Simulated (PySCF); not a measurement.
Species: C2H11BN2.
Numbering: `[NH2:1][CH2:2][CH2:3][BH2-:4][NH3+:5]` (hydrogens: H6, H7 on N1; H8, H9 on C2; H10, H11 on C3; H12, H13 on B4; H14, H15, H16 on N5)

The calculation used PBE0-D3(BJ)/def2-SVP geometry optimisation, gas phase in PySCF.

(1) List the bond lengths, angles and torsions at this level.

Answers

(1) 
```json
{"bond": "N1–C2", "length (pm)": "146.8"}
{"bond": "C2–C3", "length (pm)": "153.0"}
{"bond": "C3–B4", "length (pm)": "163.9"}
{"bond": "B4–N5", "length (pm)": "162.6"}
{"bond": "N1–H6, N1–H7", "length (pm)": "101.9"}
{"bond": "C2–H8, C2–H9", "length (pm)": "110.8"}
{"bond": "C3–H10, C3–H11", "length (pm)": "110.4"}
{"bond": "B4–H12, B4–H13", "length (pm)": "123.1"}
{"bond": "N5–H14, N5–H15", "length (pm)": "101.9"}
{"bond": "N5–H16", "length (pm)": "104.9"}
```

Bonds in one row agree within 1 pm and their mean is given. A selection of angles:
```json
{"angle": "C2–N1–H6", "degrees": "109.8"}
{"angle": "C2–N1–H7", "degrees": "111.4"}
{"angle": "H6–N1–H7", "degrees": "107.0"}
{"angle": "N1–C2–C3", "degrees": "111.7"}
{"angle": "N1–C2–H8", "degrees": "112.2"}
{"angle": "N1–C2–H9", "degrees": "106.7"}
{"angle": "C3–C2–H8", "degrees": "111.0"}
{"angle": "C3–C2–H9", "degrees": "109.7"}
{"angle": "H8–C2–H9", "degrees": "105.2"}
{"angle": "C2–C3–B4", "degrees": "115.9"}
{"angle": "C2–C3–H10", "degrees": "107.3"}
{"angle": "C2–C3–H11", "degrees": "108.7"}
{"angle": "B4–C3–H10", "degrees": "112.0"}
{"angle": "B4–C3–H11", "degrees": "107.4"}
{"angle": "H10–C3–H11", "degrees": "105.0"}
{"angle": "C3–B4–N5", "degrees": "108.0"}
{"angle": "C3–B4–H12", "degrees": "114.0"}
{"angle": "C3–B4–H13", "degrees": "112.4"}
{"angle": "N5–B4–H12", "degrees": "107.6"}
{"angle": "N5–B4–H13", "degrees": "103.1"}
{"angle": "H12–B4–H13", "degrees": "110.9"}
{"angle": "B4–N5–H14", "degrees": "113.7"}
{"angle": "B4–N5–H15", "degrees": "111.6"}
{"angle": "B4–N5–H16", "degrees": "103.0"}
{"angle": "H14–N5–H15", "degrees": "108.2"}
{"angle": "H14–N5–H16", "degrees": "109.7"}
{"angle": "H15–N5–H16", "degrees": "110.5"}
```

Torsions: N1–C2–C3–B4 38° (synclinal); C2–C3–B4–N5 25° (synperiplanar). The mirror-image conformer, all signs reversed, is as good.

N1 (primary amine nitrogen) is pyramidal (angles 111.4°, 109.8° and 107.0°, sum 328.1°, 0.38 Å off the plane of its three neighbours). B4 (four-coordinate boron) is distorted tetrahedral (angles from 103.1° to 114.0°). Of the pairs four or more bonds apart, those above aside, C2···H16 is among the closest relative to their van der Waals radii: 2.39 Å, 82 % of the sum of Bondi's values. N5 (nitrogen bonded to B and 3 H) is distorted tetrahedral (angles from 103.0° to 113.7°). H16 on N5 lies 1.84 Å from N1, 5 bonds away (angle at H 142°; Bondi radii sum to 2.75 Å): the geometry of an intramolecular hydrogen bond.

Point group: C1 (no symmetry element, even within 0.4 Å). No frequency check. One conformer, not necessarily the lowest (H–N1–C2–C3 52° and 171°, N1–C2–C3–B4 38°, C2–C3–B4–N5 25°).

On one thread, Arm Neoverse V1 (aarch64), shared host with 32 logical CPUs at a one-minute load of 30, this took 41 s wall and 0.51 GiB of memory at its peak. That covers the optimisation of the geometry.
